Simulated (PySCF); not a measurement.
C2H5Se2 (SMILES [CH2][Se][Se]C), doublet, geometry from GFN2-xTB; DF-R2SCAN/6-31G** run with PySCF.

PySCF was given this input:
```python
from pyscf import gto, scf, dft

mol = gto.M(
    atom='''
C     2.308532   -0.061247    0.288123
Se    0.877681   -0.006989   -0.816753
Se   -0.882785    0.339849    0.721176
C    -2.061106   -1.095889    0.080107
H     3.258779    0.252269   -0.099552
H     2.262445   -0.591765    1.221365
H    -3.001066   -1.000311    0.616306
H    -2.225836   -0.974691   -0.987156
H    -1.605355   -2.059927    0.289275
''',
    basis='6-31g**',
    charge=0,
    spin=1,
    verbose=4,
)

mf = dft.UKS(mol)
mf.xc = 'r2scan'
mf.damp = 0.5
mf.diis_start_cycle = 5
mf = mf.density_fit(auxbasis='def2-universal-jkfit')
mf.kernel()
mf.analyze()
```

**Question.** Write the output that PySCF gives for this input, abridged.

**Answer.** 
```
PySCF version 2.14.0

[INPUT] verbose = 4
[INPUT] num. atoms = 9
[INPUT] num. electrons = 85
[INPUT] charge = 0
[INPUT] spin (= nelec alpha-beta = 2S) = 1
[INPUT] symmetry False subgroup None
[INPUT] Mole.unit = angstrom
[INPUT] Symbol           X                Y                Z      unit          X                Y                Z       unit  Magmom
[...]
nuclear repulsion = 524.167956318776
number of shells = 51
number of NR pGTOs = 279
number of NR cGTOs = 117
basis = 6-31g**
ecp = {}

******** <class 'pyscf.df.df_jk.DFUKS'> ********
method = DFUKS
initial guess = minao
damping factor = 0.5
level_shift factor = 0
DIIS = <class 'pyscf.scf.diis.CDIIS'>
diis_start_cycle = 5
diis_space = 8
diis_damp = 0
SCF conv_tol = 1e-09
SCF conv_tol_grad = None
SCF max_cycles = 50
direct_scf = False
number electrons alpha = 43  beta = 42
XC library pyscf.dft.libxc version 7.1.2
    S. Lehtola, C. Steigemann, M. J. T. Oliveira, and M. A. L. Marques,  SoftwareX 7, 1–5 (2018)
XC functionals = r2scan
    J. W. Furness, A. D. Kaplan, J. Ning, J. P. Perdew, and J. Sun,  J. Phys. Chem. Lett. 11, 8208–8215 (2020)
    J. W. Furness, A. D. Kaplan, J. Ning, J. P. Perdew, and J. Sun,  J. Phys. Chem. Lett. 11, 9248–9248 (2020)
    J. W. Furness, A. D. Kaplan, J. Ning, J. P. Perdew, and J. Sun,  J. Phys. Chem. Lett. 11, 8208–8215 (2020)
    J. W. Furness, A. D. Kaplan, J. Ning, J. P. Perdew, and J. Sun,  J. Phys. Chem. Lett. 11, 9248–9248 (2020)
radial grids:
    Treutler-Ahlrichs [JCP 102, 346 (1995); DOI:10.1063/1.469408] (M4) radial grids

becke partition: Becke, JCP 88, 2547 (1988); DOI:10.1063/1.454033
pruning grids: <function nwchem_prune>
grids dens level: 3
symmetrized grids: False
atomic radii adjust function: <function treutler_atomic_radii_adjust>
small_rho_cutoff = 0
Set gradient conv threshold to 3.16228e-05
tot grids = 118128
init E= -4880.01097730015

cycle= 1 E= -4881.55373210609  delta_E= -1.54  |g|= 0.301  |ddm|= 2.24
cycle= 2 E= -4881.57580804717  delta_E= -0.0221  |g|= 0.177  |ddm|= 0.532
cycle= 3 E= -4881.58325724208  delta_E= -0.00745  |g|= 0.153  |ddm|= 0.555
cycle= 4 E= -4881.5895536232  delta_E= -0.0063  |g|= 0.123  |ddm|= 0.412
cycle= 5 E= -4881.54040909506  delta_E= 0.0491  |g|= 0.301  |ddm|= 0.614
cycle= 6 E= -4881.06909629657  delta_E= 0.471  |g|= 0.795  |ddm|=    2
cycle= 7 E= -4881.59683122094  delta_E= -0.528  |g|= 0.0556  |ddm|=  1.8
cycle= 8 E= -4881.59993175861  delta_E= -0.0031  |g|= 0.0169  |ddm|= 0.13
cycle= 9 E= -4881.60021109246  delta_E= -0.000279  |g|= 0.00796  |ddm|= 0.043
cycle= 10 E= -4881.60028203737  delta_E= -7.09e-05  |g|= 0.00364  |ddm|= 0.0255
cycle= 11 E= -4881.60029415298  delta_E= -1.21e-05  |g|= 0.00165  |ddm|= 0.0103
cycle= 12 E= -4881.60029555627  delta_E= -1.4e-06  |g|= 0.00091  |ddm|= 0.00312
cycle= 13 E= -4881.60029608683  delta_E= -5.31e-07  |g|= 0.00022  |ddm|= 0.00156
cycle= 14 E= -4881.6002961098  delta_E= -2.3e-08  |g|= 0.000185  |ddm|= 0.000592
cycle= 15 E= -4881.60029613116  delta_E= -2.14e-08  |g|= 7.52e-05  |ddm|= 0.00039
cycle= 16 E= -4881.60029613455  delta_E= -3.39e-09  |g|= 2.18e-05  |ddm|= 0.000137
cycle= 17 E= -4881.60029613481  delta_E= -2.62e-10  |g|= 9.28e-06  |ddm|= 4.34e-05
Extra cycle  E= -4881.60029613468  delta_E= 1.35e-10  |g|= 1.61e-05  |ddm|= 3.06e-05
converged SCF energy = -4881.60029613468  <S^2> = 0.76676592  2S+1 = 2.0166962
**** SCF Summaries ****
Total Energy =                       -4881.600296134678501
Nuclear Repulsion Energy =             524.167956318775850
One-electron Energy =                -7837.288851201255966
Two-electron Energy =                 2431.520598747802069
Two-electron Coulomb Energy =         2618.455655551820655
DFT Exchange-Correlation Energy =     -186.935056804018387
**** MO energy ****
                             alpha | beta                alpha | beta
[...]
To work with the spin densities directly, `use mulliken_meta_spin()` only printing them here.

 ** Mulliken spin pop alpha/beta on meta-lowdin orthogonal AOs **
[...]
spin_pop of  1 Se 4dz^2     0.00011
spin_pop of  1 Se 4dxz      0.00027
spin_pop of  1 Se 4dx2-y2    0.00028
spin_pop of  1 Se 5dxy      0.00014
spin_pop of  1 Se 5dyz      0.00003
spin_pop of  1 Se 5dz^2     0.00002
spin_pop of  1 Se 5dxz      0.00005
spin_pop of  1 Se 5dx2-y2    0.00001
spin_pop of  2 Se 1s        0.00000
spin_pop of  2 Se 2s        0.00000
spin_pop of  2 Se 3s        0.00000
spin_pop of  2 Se 4s       -0.00186
spin_pop of  2 Se 5s        0.00001
spin_pop of  2 Se 2px       0.00000
spin_pop of  2 Se 2py       0.00000
spin_pop of  2 Se 2pz      -0.00000
spin_pop of  2 Se 3px       0.00000
spin_pop of  2 Se 3py       0.00000
spin_pop of  2 Se 3pz      -0.00000
spin_pop of  2 Se 4px       0.08555
spin_pop of  2 Se 4py       0.02180
spin_pop of  2 Se 4pz      -0.01479
spin_pop of  2 Se 5px       0.00016
spin_pop of  2 Se 5py       0.00012
spin_pop of  2 Se 5pz      -0.00016
spin_pop of  2 Se 3dxy     -0.00001
spin_pop of  2 Se 3dyz     -0.00000
spin_pop of  2 Se 3dz^2    -0.00000
spin_pop of  2 Se 3dxz     -0.00001
spin_pop of  2 Se 3dx2-y2   -0.00001
spin_pop of  2 Se 4dxy      0.00006
spin_pop of  2 Se 4dyz      0.00012
spin_pop of  2 Se 4dz^2    -0.00001
spin_pop of  2 Se 4dxz     -0.00002
spin_pop of  2 Se 4dx2-y2    0.00012
spin_pop of  2 Se 5dxy      0.00002
spin_pop of  2 Se 5dyz      0.00001
spin_pop of  2 Se 5dz^2    -0.00000
spin_pop of  2 Se 5dxz     -0.00000
spin_pop of  2 Se 5dx2-y2    0.00001
spin_pop of  3 C 1s        0.00000
spin_pop of  3 C 2s        0.00042
spin_pop of  3 C 3s       -0.00000
spin_pop of  3 C 2px      -0.00200
spin_pop of  3 C 2py      -0.00234
spin_pop of  3 C 2pz      -0.00009
spin_pop of  3 C 3px       0.00010
spin_pop of  3 C 3py       0.00002
spin_pop of  3 C 3pz       0.00012
spin_pop of  3 C 3dxy      0.00001
spin_pop of  3 C 3dyz     -0.00001
spin_pop of  3 C 3dz^2    -0.00001
spin_pop of  3 C 3dxz      0.00001
spin_pop of  3 C 3dx2-y2    0.00001
spin_pop of  4 H 1s       -0.02504
spin_pop of  4 H 2s        0.00015
spin_pop of  4 H 2px      -0.00006
spin_pop of  4 H 2py       0.00016
spin_pop of  4 H 2pz       0.00009
spin_pop of  5 H 1s       -0.01807
spin_pop of  5 H 2s        0.00014
spin_pop of  5 H 2px       0.00001
spin_pop of  5 H 2py       0.00007
spin_pop of  5 H 2pz       0.00003
spin_pop of  6 H 1s       -0.00067
spin_pop of  6 H 2s        0.00003
spin_pop of  6 H 2px       0.00000
spin_pop of  6 H 2py      -0.00000
spin_pop of  6 H 2pz      -0.00000
spin_pop of  7 H 1s       -0.00078
spin_pop of  7 H 2s        0.00004
spin_pop of  7 H 2px       0.00000
spin_pop of  7 H 2py      -0.00000
spin_pop of  7 H 2pz       0.00000
spin_pop of  8 H 1s        0.00245
spin_pop of  8 H 2s        0.00009
spin_pop of  8 H 2px      -0.00000
spin_pop of  8 H 2py      -0.00000
spin_pop of  8 H 2pz       0.00001
 ** Mulliken Spin Density (per atom)  **
spin density of  0 C =      0.82256
spin density of  1 Se =      0.13144
spin density of  2 Se =      0.09109
spin density of  3 C =     -0.00375
spin density of  4 H =     -0.02469
spin density of  5 H =     -0.01782
spin density of  6 H =     -0.00064
spin density of  7 H =     -0.00073
spin density of  8 H =      0.00254
 ** Mulliken pop alpha/beta on meta-lowdin orthogonal AOs **
 ** Mulliken pop       alpha | beta **
In total            43.00000 | 42.00000
 ** Mulliken atomic charges   ( Nelec_alpha | Nelec_beta ) **
charge of  0C =     -0.42524  (     3.62390      2.80134 )
charge of  1Se =      0.15698  (    16.98723     16.85579 )
charge of  2Se =      0.00567  (    17.04271     16.95162 )
charge of  3C =     -0.40596  (     3.20111      3.20486 )
charge of  4H =      0.13813  (     0.41859      0.44328 )
charge of  5H =      0.13299  (     0.42460      0.44241 )
charge of  6H =      0.13652  (     0.43142      0.43206 )
charge of  7H =      0.13014  (     0.43456      0.43529 )
charge of  8H =      0.13076  (     0.43589      0.43335 )
Dipole moment(X, Y, Z, Debye): -0.35448, -1.38056, -0.03525
```
